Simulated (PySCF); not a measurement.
AlIn: frontier orbitals

PBE at R = 2.875 Å; basis Al x2c-SVPall, In x2c-SVPall; spin-free X2C with a Gaussian nucleus; PySCF 2.14. State: ³Π (triplet), unpaired electrons σ ↑, π ↑. Only the outer orbitals are listed, counted within each symmetry.

```json
{"spin": "α", "orbital": "13σ", "occ.": "1", "ε (eV)": "-9.45", "on Al (%)": "36", "main shells (%)": "60 In s, 33 Al s"}
{"spin": "α", "orbital": "14σ", "occ.": "1", "ε (eV)": "-7.11", "on Al (%)": "60", "main shells (%)": "58 Al s, 34 In s"}
{"spin": "α", "orbital": "15σ", "occ.": "1", "ε (eV)": "-3.72", "on Al (%)": "52", "main shells (%)": "47 Al p, 44 In p"}
{"spin": "α", "orbital": "7π", "occ.": "1", "ε (eV)": "-3.63", "on Al (%)": "53", "main shells (%)": "53 Al p, 46 In p"}
{"spin": "α", "orbital": "7π", "occ.": "0", "ε (eV)": "-3.47", "on Al (%)": "50", "main shells (%)": "50 Al p, 49 In p"}
{"spin": "α", "orbital": "8π", "occ.": "0", "ε (eV)": "-1.91", "on Al (%)": "46", "main shells (%)": "54 In p, 46 Al p"}
{"spin": "α", "orbital": "8π", "occ.": "0", "ε (eV)": "-1.80", "on Al (%)": "49", "main shells (%)": "50 In p, 49 Al p"}
{"spin": "β", "orbital": "13σ", "occ.": "1", "ε (eV)": "-8.74", "on Al (%)": "33", "main shells (%)": "64 In s, 30 Al s"}
{"spin": "β", "orbital": "14σ", "occ.": "1", "ε (eV)": "-6.39", "on Al (%)": "64", "main shells (%)": "63 Al s, 31 In s"}
{"spin": "β", "orbital": "7π", "occ.": "0", "ε (eV)": "-3.12", "on Al (%)": "49", "main shells (%)": "50 In p, 48 Al p"}
{"spin": "β", "orbital": "15σ", "occ.": "0", "ε (eV)": "-2.72", "on Al (%)": "49", "main shells (%)": "48 In p, 43 Al p"}
{"spin": "β", "orbital": "7π", "occ.": "0", "ε (eV)": "-2.68", "on Al (%)": "45", "main shells (%)": "55 In p, 44 Al p"}
```

Which are the highest filled and the lowest empty level, where do they sit, and how wide is the gap?

Highest filled α 7π at -3.63 eV (in %: 53 Al p, 46 In p); lowest empty α 7π at -3.47 eV (in %: 50 Al p, 49 In p); the gap at PBE is 0.16 eV. Both belong to one degenerate shell, split only by its one-sided filling, so this is no excitation gap.

* bond order (Mayer): 1.18
* ⟨S²⟩: 2.003
* charge on Al (Mulliken, basis-dependent): 0.00
* charge on Al (Löwdin, basis-dependent): 0.02
* dipole moment (positive dipole means Al(−)In(+)): 0.55 D
* polarisability along the bond: 186.9 bohr³
* polarisability across the bond: 82.4 bohr³

Spin–orbit coupling is left out. The state is the lowest determinant that a PBE0 search found; another state may lie lower at other levels.
